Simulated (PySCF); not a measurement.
Positional isomers: trisilane hydroxy+silyl. Isolated molecules, 0 K electronic values unless said otherwise. One relaxed conformer stands for each flexible species; it need not be the lowest. Strings in code marks are SMILES.

The HOMO from two functionals at the same geometries (PBE0-D3(BJ)/def2-TZVP), both in PySCF: PBE-D3(BJ)/def2-TZVP and ωB97X-D3(BJ)/def2-TZVP. 

| species | PBE-D3(BJ)/def2-TZVP (eV) | ωB97X-D3(BJ)/def2-TZVP (eV) |
|---|---|---|
| `[SiH2]([SiH2][SiH2][SiH3])O` | -6.70 | -10.01 |
| `O[SiH2][SiH]([SiH3])[SiH3]` (H–O–Si–Si torsion 180°, O–Si–Si–Si torsion -62°) | -6.74 | -10.10 |
| `[SiH2]([Si@H]([SiH3])O)[SiH3]` (H–O–Si–Si torsion 56°, Si–Si–Si–Si torsion 172°) | -6.39 | -9.68 |
| `O[Si]([SiH3])([SiH3])[SiH3]` (H–O–Si–Si torsion 60°) | -6.34 | -9.72 |

Over these rows, drawn at random from the members with no instability flagged (it was tested for open shells, ions and some series alone), PBE minus ωB97X-D3(BJ): mean +3.34 eV, from +3.29 eV to +3.39 eV.
